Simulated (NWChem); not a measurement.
Molecule: C2H3FO2Sr

```xyz
9

Sr    -0.2552     0.9433     0.0000
F      0.6945     2.8390     0.0000
C      0.2673    -3.3207     0.0000
C      0.0817    -1.8259     0.0000
O      0.0208    -1.2158    -1.1082
O      0.0208    -1.2158     1.1082
H     -0.1638    -3.7657     0.9057
H      1.3483    -3.5326     0.0000
H     -0.1638    -3.7657    -0.9057
```
Atoms are numbered in this order, from 1.

Program: NWChem. All runs use the structure optimised with PBE0/def2-SVP. No frequency run checked for a minimum. def2 effective core potentials on Sr; no spin-orbit coupling. Level r2SCAN/def2-SVP: energy and gradient on several grids; changes count from the extra-fine grid, which is no exact limit either.

Task: Which is the coarsest grid (xcoarse; coarse; medium; xfine; fine) from which on the energy stays within 100 μHa and each gradient component within 200 μHa/bohr of xfine?

Result: fine.
```json
[
 {"grid": "xcoarse", "size of the energy change (μHa)": "20000", "largest change of a gradient component (μHa/bohr)": "6000", "time, medium = 1 (rough)": "about 1"},
 {"grid": "coarse", "size of the energy change (μHa)": "2000", "largest change of a gradient component (μHa/bohr)": "300", "time, medium = 1 (rough)": "about 1"},
 {"grid": "medium", "size of the energy change (μHa)": "500", "largest change of a gradient component (μHa/bohr)": "80", "time, medium = 1 (rough)": "about 1"},
 {"grid": "fine", "size of the energy change (μHa)": "< 10", "largest change of a gradient component (μHa/bohr)": "50", "time, medium = 1 (rough)": "about 1"},
 {"grid": "xfine", "size of the energy change (μHa)": "< 10", "largest change of a gradient component (μHa/bohr)": "< 30", "time, medium = 1 (rough)": "2"}
]
```
